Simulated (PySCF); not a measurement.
# Broadened absorption spectrum of C6H9N3O

Compound: C6H9N3O.
SMILES: `CCn1cc(C(C)=O)nn1`

Method: TDDFT B3LYP/def2-SVPD, vertical, gas phase, core orbitals frozen in the response (PySCF 2.14.0, density-fitted response routines). One conformer (not necessarily the lowest) at the PBE0-D3(BJ)/def2-SVP geometry, without solvent, vibrations or thermal averaging. Torsions of this conformer, `[CH3:1][CH2:2][n:3]1[cH:4][c:5]([C:6]([CH3:7])=[O:8])[n:9][n:10]1`: C1–C2–N3–C4 80°, C4–C5–C6–C7 178°.

Computed states:

```json
{"state": "S1", "E (eV)": "3.99", "f": "0.0001"}
{"state": "S2", "E (eV)": "5.10", "f": "0.0006"}
{"state": "S3", "E (eV)": "5.57", "f": "0.0040"}
{"state": "S4", "E (eV)": "5.61", "f": "0.246"}
{"state": "S5", "E (eV)": "5.75", "f": "0.0034"}
{"state": "S6", "E (eV)": "6.11", "f": "0.019"}
{"state": "S7", "E (eV)": "6.69", "f": "0.031"}
{"state": "S8", "E (eV)": "6.76", "f": "0.111"}
{"state": "S9", "E (eV)": "7.02", "f": "0.014"}
{"state": "S10", "E (eV)": "7.10", "f": "0.0000"}
```

Broadening: Gaussians 0.4 eV wide at half height, area fixed by f = 4.319×10⁻⁹ ∫ε dν̃. The width is an assumption, not a result. The curve ends short of the highest state used, and states not computed would add to its high-energy end.

Task: Give the broadened spectrum and its maxima.

Result: 
(E (eV), ε (L mol⁻¹ cm⁻¹)): (3.39, 0), (3.45, 0), (3.50, 0), (3.56, 0), (3.62, 1), (3.67, 1), (3.73, 3), (3.79, 4), (3.84, 6), (3.90, 8), (3.96, 9), (4.01, 9), (4.07, 8), (4.13, 6), (4.18, 5), (4.24, 3), (4.30, 2), (4.35, 1), (4.41, 0), (4.47, 0), (4.52, 0), (4.58, 0), (4.64, 1), (4.69, 2), (4.75, 5), (4.81, 11), (4.86, 17), (4.92, 29), (4.98, 51), (5.03, 89), (5.09, 196), (5.15, 466), (5.20, 941), (5.26, 2025), (5.32, 3913), (5.37, 6191), (5.43, 9598), (5.49, 13154), (5.54, 15561), (5.60, 16999), (5.66, 16424), (5.71, 14551), (5.77, 11309), (5.83, 7912), (5.88, 5529), (5.94, 3514), (6.00, 2364), (6.05, 1864), (6.11, 1539), (6.17, 1311), (6.22, 1142), (6.28, 1011), (6.33, 1055), (6.39, 1437), (6.45, 2321), (6.50, 3482)

Maxima: 311 nm (3.99 eV), ε about 8.8, made up of S1 (100%); 221 nm (5.61 eV), ε about 17000, made up of S4 (97%) (ε in L mol⁻¹ cm⁻¹; maxima over ε = 5, shares over 10%). At its high-energy end, 6.50 eV, the curve is still rising (ε about 3500, from S7 and S8).

Task: Does any computed singlet lie in the visible range?

Result: No computed singlet lies in the visible range (380 to 750 nm); the lowest, at 311 nm, stands 0.73 eV above its violet end (3.26 eV).

Task: What would ε be at 5.61 eV, the highest of these maxima, with half the width (0.2 eV)?

Result: About 33800 L mol⁻¹ cm⁻¹ against 17000, a factor of about 1.98; a lone state at its own centre would give exactly 2.

Task: Coming from long wavelengths, where does ε first pass 100 L mol⁻¹ cm⁻¹?

Result: At about 246 nm (5.04 eV), 1.05 eV above S1.

The vertical ionisation energy (ΔSCF) is 9.75 eV, 2.64 eV above S10.
